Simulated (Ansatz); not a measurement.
## Ligand exchange: InH2F + SiH3I → InH2I + SiH3F

Species: InH2F `[F][InH2]`, singlet; SiH3I `[SiH3]I`, singlet; InH2I `[InH2][I]`, singlet; SiH3F `F[SiH3]`, singlet. The partners trade F for I: In–F and Si–I bonds give way to In–I and Si–F.

Shapes, held fixed at every level: PBE0-D4/def2-TZVP. Programs: Ansatz 0.2.0. The zero-point and thermal change to 298 K, harmonic and unscaled (PBE0-D4/def2-TZVP), is +2.6 kJ/mol.

Q: Estimate ΔH(298 K) of this reaction.

A: The highest level, CCSD(T)/def2-TZVPP, gives ΔH(298 K) = -125.7 kJ/mol; the levels span -138.8 to -105.0. The column of differences is taken from that level and isn't an error. No measured value is set beside it here. For atoms past krypton def2 sets carry core potentials with scalar relativity. Correlated rows may include outer-core shells of I, In, which these sets cover unevenly.

```csv
level,kind,ΔH(298 K) (kJ/mol),less CCSD(T)/def2-TZVPP
HF/def2-SVP,Hartree–Fock,-138.8,-13.1
PBE-D4/def2-TZVPP,GGA,-105.0,+20.7
r2SCAN-D4/def2-TZVPP,meta-GGA,-117.1,+8.6
BHLYP-D4/def2-TZVPP,global hybrid,-133.1,-7.4
PBE0-D4/def2-TZVPP,global hybrid,-116.7,+9.0
wB97M-V/def2-TZVPP,range-separated hybrid,-120.7,+5.0
wB97X-V/def2-TZVPP,range-separated hybrid,-117.1,+8.6
CCSD(T)/def2-TZVPP,coupled cluster or CI,-125.7,0.0
```
